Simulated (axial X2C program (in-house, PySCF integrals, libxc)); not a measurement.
Worked dissociation energy of LiTi⁺: CCSD(T), 2c

Computed with an axial X2C code built on PySCF integrals. Two-component (2c) means X2C with spin–orbit coupling and atomic mean-field two-electron Coulomb and Gaunt terms. Basis: Ti dyall-cv3z [10s10p6d4f2g], Li dyall-cv3z [7s8p2d] (cores contracted in-house); Gaussian nuclei, density fitting, unrestricted open shells. Masses: Ti 47.948 u, Li 7.016 u.

Molecular state: Ω = 1 (⟨Sz⟩ = -1.00, ⟨Lz⟩ = 2.00 at HF).

Correlated methods: 12 electrons correlated (number of frozen shells: Ti 2 s, 1 p; Li 1 s), 256 virtual spin orbitals or spinors in MP2, 90 natural virtuals in coupled cluster.

| Property | Result |
| --- | --- |
| E(Ti) (2M_J = 4) | -852.962731 hartree |
| E(Li+) (2M_J = 0) | -7.236943 hartree |
| E(LiTi⁺) at Re | -860.232136 hartree |
| ωe | 272.4 cm⁻¹ |
| ωexe | 1.99 cm⁻¹ |

(1) Work out De and D0.

The state is one determinant whose occupation by symmetry is held fixed; it was picked as the lowest of a PBE0 search that is not exhaustive. Dissociation energies refer to the lowest single-determinant-based atoms at the same level and basis. Coupled cluster ran in a truncated set of natural virtual spinors; the MP2 energy of the rest was added. (T) has no such correction and the atoms are truncated less, which lowers De at CCSD(T) by a hundredth of an eV or more. Other states lie close and PBE0, whose exact exchange favours high spin, may order them wrongly; the determinant shown need not be the ground state. The nearest other 2c determinant of the search, Ω = 3, lies 0.03 eV up at the distance of the search. With several unpaired electrons one determinant need not be a pure state. The determinant is spin-polarised beyond a pure state at some levels (its spin-free form has ⟨S²⟩ too high), which makes Re and μ there less reliable. The T1 diagnostic is large, a sign of multireference character.

Each atomic determinant is the lowest at this level and need not be a pure J level. Totals compare only within one Hamiltonian and basis.

## Answers

(1) De = -852.962731 + (-7.236943) − (-860.232136) = 0.03246 hartree = 0.883 eV. The zero-point energy is ωe/2 − ωexe/4 = 136 cm⁻¹ = 0.017 eV, so D0 = 0.867 eV.
